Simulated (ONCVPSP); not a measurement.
## O: excitation energies, all-electron against ONCV

```
Element                 : O (Z = 8)
Generator               : ONCVPSP 4.0.1
Type                    : optimised norm-conserving Vanderbilt (ONCV)
Functional              : LDA (Perdew-Wang 92)
Relativity              : scalar-relativistic
Frozen core             : [He]
Valence charge          : 6
Reference configuration : 2s2 2p4
Partial waves           : 2s: rc 0.80 bohr, ncon 4, nbas 8, qcut 9.2 1/bohr, local; 2p: rc 1.95 bohr, ncon 3, nbas 7, qcut 7.4 1/bohr, 2 projectors, debl 2 Ha; d scattering state at 0.14 Ha: rc 1.65 bohr, ncon 4, nbas 9, qcut 5.7 1/bohr, 1 projector
Local potential         : the s channel
Core correction         : Teter function, fcfact 6, rcfact 1.25
```

Energies are relative to the spin-unpolarised reference configuration 2s2 2p4; without spin polarisation the order of configurations can differ from experiment.

```csv
valence configuration,charge,ΔE all-electron (eV),error AE − PS (meV)
2s2 2p3,+1,16.585,+103
2s2 2p2,+2,50.297,+737
2s2 2p1,+3,104.268,+2582
```

Problem. What are ΔE and the potential's error for 2s1 2p5?

Solution. ΔE = 14.586 eV all-electron; the error (AE − PS) is -0.2 meV.
